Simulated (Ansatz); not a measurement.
## Counterpoise correction, worked out

The pair of Cl⁻ (SMILES [Cl-], atom 1) and SiH₃Cl (SMILES [SiH3]Cl, atoms 2–6), both closed shells, in one local arrangement (a lower one may exist), relaxed at PBE0-D4/def2-TZVPD:

Cl1  (-0.489, 0.070, -2.273)
Si2  (0.000, 0.000, 0.000)
Cl3  (0.489, -0.070, 2.274)
H4  (0.966, 1.106, -0.174)
H5  (-1.414, 0.296, 0.313)
H6  (0.448, -1.401, -0.139)
(Å)

Ansatz 0.2.0; basis: def2-TZVPPD; cores frozen in the correlated methods.

CCSD(T) total energies in eV:

| system | geometry | basis functions | energy |
| --- | --- | --- | --- |
| pair | pair | all | -32938.23705 |
| Cl⁻ | as in the pair | all (partner as ghosts) | -12511.67893 |
| SiH₃Cl | as in the pair | all (partner as ghosts) | -20424.40189 |
| Cl⁻ | as in the pair | its own | -12511.60949 |
| SiH₃Cl | as in the pair | its own | -20424.37996 |
| Cl⁻ | free (PBE0-D4 minimum) | its own | -12511.60949 |
| SiH₃Cl | free (PBE0-D4 minimum) | its own | -20425.46934 |

(1) Work out the interaction energy with and without the counterpoise correction, the superposition error, and the binding energy from the relaxed fragments.

The T1 diagnostic stays at or below 0.013.

## Answers

(1) Without correction: -32938.23705 − (-12511.60949) − (-20424.37996) = -2.24760 eV.
With correction (each fragment in the whole basis): -32938.23705 − (-12511.67893) − (-20424.40189) = -2.15623 eV = -49.72 kcal/mol.
The superposition error is the difference, 0.09137 eV, 4 % of the uncorrected value: each fragment borrows its partner's functions.
Deformation from the free shapes: 0.00000 eV for Cl⁻ and 1.08938 eV for SiH₃Cl.
Binding energy from relaxed fragments: -2.15623 + 0.00000 + 1.08938 = -1.06685 eV = -24.60 kcal/mol (electronic, without zero-point energy; negative means bound). The deformation is large: the pair is on the way to a chemical bond or a shared proton. For comparison, the corrected interaction energy by CCSD(T) at an estimated basis limit (MP2 extrapolated from triple and quadruple zeta, plus CCSD(T) − MP2 in triple zeta) is -2.265 eV; triple zeta with the correction binds less.

For scale, one of the runs: CCSD(T)/def2-TZVPPD, 201 basis functions, launched by `ansatz run in.yaml --threads 2 --pin off --events-out ev --progress --plain --max-ram 5222MiB`. Hardware: 2 CPU threads of an Intel Xeon 6975P-C, shared host. Wall time 17 s; peak host memory 2.3 GiB.
